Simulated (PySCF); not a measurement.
PbCl2, SMILES [Cl][Pb][Cl] (connectivity only; charge and spin as stated), neutral, multiplicity 1.

Geometry: ωB97X-D3(BJ)/def2-TZVP. The isomer is the one that the SMILES or the coordinates give; other isomers of the formula were not compared. The def2 effective core potentials stand for the cores of Pb; spin–orbit coupling is left out.

These are TDDFT-ωB97X/def2-SVPD in PySCF values and carry that method's errors.

Vertical excitations. Isolated molecule, no solvent. State labels are in the subgroup C2v.

| state | symmetry | energy (eV) | λ (nm) | f | main pairs |
|---|---|---|---|---|---|
| S1 | B1 | 4.11 | 302 | 0.020 | HOMO→LUMO 99 % |
| S2 | A2 | 4.63 | 268 | 0.000 | HOMO−1→LUMO 98 % |
| S3 | B2 | 5.16 | 240 | 0.019 | HOMO−2→LUMO 93 % |
| S4 | B1 | 5.45 | 228 | 0.008 | HOMO−4→LUMO 98 % |
| S5 | A1 | 5.62 | 221 | 0.001 | HOMO−3→LUMO 88 % |
| S6 | A2 | 5.93 | 209 | 0.000 | HOMO−5→LUMO 98 % |
| S7 | A1 | 6.53 | 190 | 0.240 | HOMO→LUMO+1 84 % |
| S8 | B2 | 6.55 | 189 | 0.036 | HOMO→LUMO+2 52 %, HOMO−1→LUMO+1 38 % |
| S9 | A1 | 6.90 | 180 | 0.000 | HOMO−1→LUMO+2 89 % |
| S10 | A2 | 6.93 | 179 | 0.000 | HOMO−2→LUMO+1 81 % |
| T1 | B1 | 3.60 | 345 | 0 | HOMO→LUMO 95 % |
| T2 | A2 | 4.55 | 272 | 0 | HOMO−1→LUMO 98 % |
| T3 | B2 | 4.71 | 263 | 0 | HOMO−2→LUMO 98 % |
| T4 | A1 | 5.16 | 240 | 0 | HOMO−3→LUMO 97 % |
Triplets are in the Tamm–Dancoff approximation, which puts them higher than full response would, so one can lie above its singlet here.
